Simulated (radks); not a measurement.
Results of a calculation; reference values are marked as such.
Ionisation of C+, [He] 2s2 2p1, to C2+, [He] 2s2, under several functionals. Scalar-relativistic Kohn-Sham, spin-polarised, spherical densities, finite nucleus; open shells are filled with parallel spins first; a radial shooting solver on a logarithmic mesh with Libxc functionals. The NIST Atomic Spectra Database gives 24.383 eV (measured). Rank these functionals by the error of their Delta-SCF ionisation energy: PBE; SOGGA; B86b exchange with PBE correlation; BP86; OLYP; exchange-only PBE; PBEsol; RPBE.

Answer. From best to worst: OLYP 24.408 eV (+0.025); SOGGA 24.350 eV (-0.033); PBEsol 24.461 eV (+0.078); RPBE 24.511 eV (+0.128); PBE 24.583 eV (+0.200); BP86 24.625 eV (+0.241); B86b exchange with PBE correlation 24.634 eV (+0.251); exchange-only PBE 23.840 eV (-0.544). Open shells are spherical and high-spin; term and fine-structure splittings are not resolved.
